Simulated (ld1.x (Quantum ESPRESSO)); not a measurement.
**Before and after: ultrasoft potential for Se (Z = 34)**

| Quantity | Value |
| --- | --- |
| Element | Se (Z = 34) |
| Generator | ld1.x (Quantum ESPRESSO) 7.5 |
| Type | ultrasoft |
| Functional | PBE |
| Relativity | scalar-relativistic |
| Frozen core | [Ar] |
| Valence charge | 16 |
| Reference configuration | 3d10 4s2 4p4 |
| Partial waves | 4s (bound): rcut 1.15, rcutus 1.60 bohr; 4s channel at 0.8 Ry: rcut 1.15, rcutus 1.60 bohr; 4p (bound): rcut 1.30, rcutus 1.65 bohr; 4p channel at 0.8 Ry: rcut 1.30, rcutus 1.65 bohr; 3d (bound): rcut 0.75, rcutus 1.05 bohr; 3d channel at -1.7 Ry: rcut 0.75, rcutus 1.05 bohr |
| Local potential | all-electron potential smoothed inside 1.00 bohr (lloc = -1) |
| Core correction | a·sin(br)/r model core inside 0.75 bohr |
| Augmentation charge | PSQ, inside the norm-conserving radii |

Change: wave 4p channel at 0.8 Ry: rcut 1.30, rcutus 1.65 bohr becomes 4p channel at 0.22 Ry: rcut 1.30, rcutus 1.65 bohr.

Cutoffs: the cutoffs (Ry, on a coarse ladder) from which the occupation-weighted sum of valence levels, in a spherical-Bessel basis at the reference potential, stays within 10 and 1 mRy of its value at 400 Ry; they do not see the model core or the augmentation charge, which bear on the density cutoff. Errors are all-electron minus pseudo energies relative to the spin-unpolarised reference configuration.

Question: How do hardness, ghosts and transferability respond?

Answer: The potential gets neither clearly harder nor softer (140 Ry and 230 Ry → 140 Ry and 230 Ry); both files keep a bound ghost (s); the errors of the 7 common tests hardly move.

```csv
quantity,base,changed
"cutoff, loose",140 Ry,140 Ry
"cutoff, tight",230 Ry,230 Ry
bound ghosts,s,s
"error for 3d10 4s2 4p3, meV [ΔE 10.84 eV]",-1.7,-1.6
"error for 3d10 4s2 4p2, meV [ΔE 31.19 eV]",-4.8,-4.7
"error for 3d10 4s2 4p1, meV [ΔE 62.06 eV]",-10,-10
"error for 3d9 4s2 4p5, meV [ΔE 51.67 eV]",-412,-414
"error for 3d10 4s2 4p0, meV [ΔE 104.25 eV]",-20,-20
"error for 3d9 4s2 4p4, meV [ΔE 64.09 eV]",-427,-428
"error for 3d10 4s2 4p4.3, meV [ΔE -1.59 eV]",+0.3,+0.3
s: phases at 1.81 bohr within 0.05 rad from the reference energy up to (Ry; the scan ends near 5),to the end of the scan,to the end of the scan
p: phases at 1.81 bohr within 0.05 rad from the reference energy up to (Ry; the scan ends near 5),to the end of the scan,to the end of the scan
d: phases at 1.81 bohr within 0.05 rad from the reference energy up to (Ry; the scan ends near 5),to the end of the scan,to the end of the scan
lowest overlap eigenvalue by channel,"s 0.30, p 0.53, d 0.92","s 0.30, p 0.53, d 0.92"
```

 A true bound ghost makes a file unfit for plane-wave use even where its test errors are small: the radial tests pick states by their node count and pass the ghost by.
